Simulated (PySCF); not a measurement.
Simulated C 1s region for `CC(=O)/C=C/N(C)C`, binding energy against the vacuum level.

Every computed line was given a Gaussian of 0.7 eV full width at half maximum and an area set by the number of equivalent atoms; the highest printed point is 100. The calculation used delta-SCF UKS SCAN, pcX-2 on the ionised atom, pcseg-1 elsewhere, spin-free X2C (PySCF 2.14.0).

binding energy (eV), intensity and a bar:
```
    288.3          0 
    288.4          0 
    288.5          1 
    288.6          2 
    288.7          4 #
    288.8          7 ##
    288.9         12 ###
    289.0         18 #####
    289.1         25 #######
    289.2         31 #########
    289.3         34 ##########
    289.4         34 ##########
    289.5         31 #########
    289.6         27 ########
    289.7         24 #######
    289.8         23 #######
    289.9         25 #######
    290.0         29 #########
    290.1         33 ##########
    290.2         35 ##########
    290.3         33 ##########
    290.4         29 #########
    290.5         22 #######
    290.6         17 #####
    290.7         14 ####
    290.8         13 ####
    290.9         16 #####
    291.0         22 #######
    291.1         29 #########
    291.2         36 ###########
    291.3         41 ############
    291.4         46 ##############
    291.5         53 ################
    291.6         61 ##################
    291.7         73 ######################
    291.8         86 ##########################
    291.9         96 #############################
    292.0        100 ##############################
    292.1         95 #############################
    292.2         82 #########################
    292.3         64 ###################
    292.4         45 #############
    292.5         28 ########
    292.6         16 #####
    292.7          8 ##
    292.8          4 #
    292.9          1 
    293.0          1 
    293.1          0
```

Task: Count the maxima, the lines and the sites behind this envelope.

Result: The curve has 3 maxima (at 289.3, 290.2 and 292.0 eV). Under it lie 5 lines from 5 inequivalent carbon sites. At this width some lines have no maximum of their own.

Task: Decompose the envelope and assign each component. Numbering: `[CH3:1][C:2](=[O:3])/[CH:4]=[CH:5]/[N:6]([CH3:7])[CH3:8]`.

Result: 
```tsv
position (eV)	relative area	line	atoms	environment
289.33	1	C 1s	C4	alkene CH carbon
290.22	1	C 1s	C1	methyl carbon next to a carbonyl
291.30	1	C 1s	C5	vinylic carbon bearing nitrogen
291.89	1	C 1s	C2	ketone carbonyl carbon
292.07	2	C 1s	C7/C8	N-methyl carbon
```

Task: What are the centre and the root-mean-square width of the whole band?

Result: The area-weighted mean of the lines is 291.15 eV. Their own spread about it is 1.04 eV (rms) and each Gaussian has σ = 0.7/2.355 = 0.30 eV; the variances add, which gives 1.08 eV.

The listed C 1s values span 2.74 eV, from C4 (bonded to C (double bond), C and H) to C7/C8 (bonded to N and 3 H). The widest gap between neighbouring values is 1.08 eV, between 290.22 and 291.30 eV. Summing the Pauling electronegativity differences to the bonded atoms, each weighted by its formal bond order, gives -0.35 for the lowest site and -0.56 for the highest; the largest sum, +1.78, belongs to C2, 0.18 eV below the top. The smallest sum, -1.05, belongs to C1, 0.89 eV above the lowest.

The curve has no shake-up lines and no vibrational structure. One atom of each set of topologically equivalent atoms was ionised and stands for the set; in this conformer not all members are related by symmetry, and their own values weren't computed. The unrestricted hole states depart most from a pure doublet (⟨S²⟩ = 0.75; over 0.85 named) for C 1s of C2 (0.87) and C 1s of C5 (0.91), which makes these values less certain. The structure is a single PBE0-D3(BJ)/def2-SVP conformer in the gas phase; no vibrational or solvent corrections.

The values belong to the conformer `[CH3:1][C:2](=[O:3])/[CH:4]=[CH:5]/[N:6]([CH3:7])[CH3:8]`: C1–C2–C4–C5 179°, C4–C5–N6–C7 1°.
